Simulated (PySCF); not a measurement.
CH₃F₂Sb, SMILES [CH3][Sb]([F])[F]. Atoms are numbered in the order given.

```xyz
7

Sb    -0.0831    -0.0876     0.3663
F     -1.1367    -0.8987    -1.0722
F     -0.2810     1.7658    -0.2368
C      1.7867    -0.3574    -0.7030
H      1.6665     0.1377    -1.6860
H      1.9876    -1.4373    -0.8469
H      2.6239     0.1088    -0.1470
```
Charge 0, spin multiplicity 1.

Geometry: PBE-D3(BJ)/def2-SVP. The def2 effective core potentials stand for the cores of Sb; spin–orbit coupling is left out.

The numbers are results of ωB97X/def2-TZVPD run with PySCF, not measurements.

Mulliken values depend strongly on the basis, most of all with diffuse functions as here. ESP charges are fitted to the potential on shells at 1.4 to 2.0 van der Waals radii. Atomic charges (e):

| atom | ESP fit | Mulliken |
|---|---|---|
| Sb1 | (withheld) | 1.36 |
| F2 | (withheld) | -0.56 |
| F3 | (withheld) | -0.56 |
| C4 | (withheld) | -1.09 |
| H5 | (withheld) | 0.24 |
| H6 | (withheld) | 0.30 |
| H7 | (withheld) | 0.32 |

Q: Complete the blanks. (An estimate is asked for; the answer gives what the named calculation found.)

A: 
- Sb1, ESP fit: 0.59
- F2, ESP fit: -0.30
- F3, ESP fit: -0.30
- C4, ESP fit: -0.44
- H5, ESP fit: 0.16
- H6, ESP fit: 0.15
- H7, ESP fit: 0.14
